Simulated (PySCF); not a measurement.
## Ge+: excitation energy

Ge+ [Ar] 3d10 4s2 4p1 (2P) → Ge+ [Ar] 3d10 4s2 5s1 (2S), as a difference of total energies. Computed with PySCF 2.14 in x2c-QZVPPall with one added diffuse shell each of s, p, d, f type (12s9p6d5f1g, 113 functions), with the spin-free X2C one-electron Hamiltonian (Gaussian nucleus). Correlated levels: valence: [Ar] 3d10 frozen; valence and next inner shell: [Ne] frozen. The calculations carry no spin-orbit coupling.

```tsv
method	excitation energy (eV)
UHF	7.430
LDA	7.482
PBE	7.382
PBE0	7.496
r2SCAN	7.761
BHandHLYP	7.583
M06-2X	7.234
MN15	7.793
MP2 (valence)	7.469
SCS-MP2 (valence)	7.488
MP2 (valence and next inner shell)	7.512
SCS-MP2 (valence and next inner shell)	7.503
```

How much does correlation contribute at MP2 (valence and next inner shell)?

7.512 − (7.430) = 0.082 eV, measured against UHF.

Errors of the correlated levels include the incompleteness of this basis and the frozen core.

For comparison: 7.591 eV (measured; NIST levels, between the centres of gravity of the two terms).
